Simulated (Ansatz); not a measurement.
Level of theory: frozen-core CCSD(T)/cc-pVDZ // PBE-D3(BJ)/def2-SVP in Ansatz (a quantum-chemistry and plane-wave program). The restricted HF reference is unstable towards unrestricted orbitals.

Ansatz 0.2 input:
```yaml
crystal:
  periodic: [false, false, false]
  atoms:
    - { symbol: Si, position_ang: [3.475062, -0.951487, -0.586737] }
    - { symbol: C, position_ang: [1.735551, -0.272196, -0.303425] }
    - { symbol: C, position_ang: [1.510566, 1.136335, -0.329385] }
    - { symbol: C, position_ang: [0.244207, 1.685492, -0.125025] }
    - { symbol: S, position_ang: [-0.038893, 3.420832, -0.155918] }
    - { symbol: C, position_ang: [-0.872184, 0.800512, 0.120609] }
    - { symbol: N, position_ang: [-2.103086, 1.342688, 0.318988] }
    - { symbol: C, position_ang: [-3.134648, 0.541755, 0.54511] }
    - { symbol: C, position_ang: [-3.023955, -0.873775, 0.59219] }
    - { symbol: C, position_ang: [-1.778388, -1.448643, 0.392757] }
    - { symbol: C, position_ang: [-0.645962, -0.620853, 0.14724] }
    - { symbol: C, position_ang: [0.664616, -1.135178, -0.067325] }
    - { symbol: H, position_ang: [3.996384, -0.528903, -1.934583] }
    - { symbol: H, position_ang: [3.435, -2.453213, -0.516439] }
    - { symbol: H, position_ang: [4.426245, -0.429822, 0.457468] }
    - { symbol: H, position_ang: [2.354638, 1.81966, -0.516045] }
    - { symbol: H, position_ang: [-1.379465, 3.198167, 0.098761] }
    - { symbol: H, position_ang: [-4.115121, 1.026138, 0.700086] }
    - { symbol: H, position_ang: [-3.915345, -1.488891, 0.783549] }
    - { symbol: H, position_ang: [-1.646326, -2.541892, 0.4206] }
    - { symbol: H, position_ang: [0.811105, -2.226726, -0.042479] }
basis:
  gaussian: { orbitals: cc-pVDZ }
correlation:
  method: ccsd_t
```

Output:

```
Functional definition: HF
2091 factors; integrals over basis functions are off by at most 1.1e-3 eV
mean field evaluation 1: about -29572.6434 eV, gradient 3.8e1 eV
mean field evaluation 2: about -29573.1890 eV, gradient 3.8e1 eV
mean field evaluation 4: about -29578.3798 eV, gradient 6.7e0 eV
mean field evaluation 8: about -29578.5234 eV, gradient 1.9e-1 eV
mean field evaluation 16: about -29577.2937 eV, gradient 1.4e1 eV
mean field evaluation 32: about -29569.6119 eV, gradient 1.4e1 eV
mean field -29578.52370245 eV, -1086.9906970217 hartree, gradient 2.1e-6 eV, S^2 0.000000; 1 other end points of the search recorded, 0 dependent functions left out; unrestricted orbitals would lower it
20 core orbitals not correlated
reference -29578.52370245 eV, -1086.9906970217 hartree; 30, 30 occupied and 171, 171 virtual orbitals, 2091 factors
second order -42.74829207 eV of doubles, -0.00000000 eV of singles
cycle   1  -42.79356153 eV  change   -4.5e-2 eV  update   1.8e-1
cycle   2  -44.18622543 eV  change    -1.4e0 eV  update   6.1e-2
cycle   3  -44.51419317 eV  change   -3.3e-1 eV  update   2.8e-2
cycle   4  -44.51217644 eV  change    2.0e-3 eV  update   8.3e-3
cycle   5  -44.51399218 eV  change   -1.8e-3 eV  update   4.9e-3
cycle   6  -44.51580181 eV  change   -1.8e-3 eV  update   1.6e-3
cycle   7  -44.51510738 eV  change    6.9e-4 eV  update   9.9e-4
cycle   8  -44.51482733 eV  change    2.8e-4 eV  update   4.1e-4
cycle   9  -44.51494011 eV  change   -1.1e-4 eV  update   2.2e-4
cycle  10  -44.51489476 eV  change    4.5e-5 eV  update   6.4e-5
perturbative correction -2.11032903 eV, -0.0775531613 hartree
Total energy: -29625.14892624 eV, -1088.7041423922 hartree
```

Cost: very roughly 23 core-minutes.
